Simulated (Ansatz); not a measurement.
```yaml
crystal:
  periodic: [false, false, false]
  atoms:
    - {symbol: Cl, position_ang: [-0.167237, 1.580979, 0.868805]}
    - {symbol: C, position_ang: [-0.133084, 0.352807, -0.588907]}
    - {symbol: B, position_ang: [0.189553, 0.609469, 0.272121]}
    - {symbol: Si, position_ang: [-0.045760, -0.790598, 0.268833]}
    - {symbol: O, position_ang: [-0.060552, -0.470978, -0.764890]}
    - {symbol: H, position_ang: [-0.384680, 0.850525, -1.232405]}
    - {symbol: H, position_ang: [0.911525, 0.427616, 0.232811]}
    - {symbol: H, position_ang: [0.551649, -1.557637, 0.450539]}
    - {symbol: H, position_ang: [-1.000713, -1.164663, 0.404396]}
basis:
  gaussian: {orbitals: "6-31++G**"}
total_charge: 1
magnetization: {spin_polarized: true, initial_magnetization: 1}
hamiltonian: {xc: {name: wPBEh}}
output: {forces: true}
```

```sh
$ ansatz run in.yaml --threads 4 --pin off --events-out ev --progress --plain --max-ram 10444MiB
```

Output, abridged:

```
Functional definition: wPBEh
1100 factors; integrals over basis functions are off by at most 4.9e-4 eV
121 factors; integrals over basis functions are off by at most 4.9e-7 eV
mean field evaluation 1: about -24036.0711 eV, gradient 1.4e2 eV
mean field evaluation 2: about -23424.8459 eV, gradient 3.2e2 eV
mean field evaluation 4: about -24107.3521 eV, gradient 4.7e1 eV
mean field evaluation 8: about -24115.6100 eV, gradient 1.1e0 eV
mean field evaluation 16: about -24116.1941 eV, gradient 1.8e-2 eV
mean field -24116.19406257 eV, -886.2537852561 hartree, gradient 5.5e-5 eV, S^2 0.753692; 2 other end points of the search recorded, 0 dependent functions left out
reference -24116.19416258 eV, -886.2537889313 hartree; 27, 26 occupied and 100, 101 virtual orbitals, 1100 factors
Total energy: -24116.19416258 eV, -886.2537889313 hartree
Atom 0 at    -0.167237     1.580979     0.868805 Å, force   -17.420019    52.236116    34.107889 eV/Å
Atom 1 at    -0.133084     0.352807    -0.588907 Å, force   -30.296021    93.220181   -39.492009 eV/Å
Atom 2 at     0.189553     0.609469     0.272121 Å, force    12.244766    10.517434    45.454781 eV/Å
Atom 3 at    -0.045760    -0.790598     0.268833 Å, force     1.520870   -30.279416    94.943183 eV/Å
Atom 4 at    -0.060552    -0.470978    -0.764890 Å, force     7.632727   -98.238718  -134.442982 eV/Å
Atom 5 at    -0.384680     0.850525    -1.232405 Å, force    -6.241159    12.704614   -12.956088 eV/Å
Atom 6 at     0.911525     0.427616     0.232811 Å, force    36.211320    -8.505258     0.610885 eV/Å
Atom 7 at     0.551649    -1.557637     0.450539 Å, force    19.312827   -23.155940     6.714807 eV/Å
Atom 8 at    -1.000713    -1.164663     0.404396 Å, force   -22.965312    -8.499014     5.059532 eV/Å
Dipole moment:     0.121026    -0.180763    -0.242658 e Å
```

Something in this input is off. What?

The geometry is squeezed to about two thirds of its size. The run converged. The result belongs to that input, not to the molecule as meant.
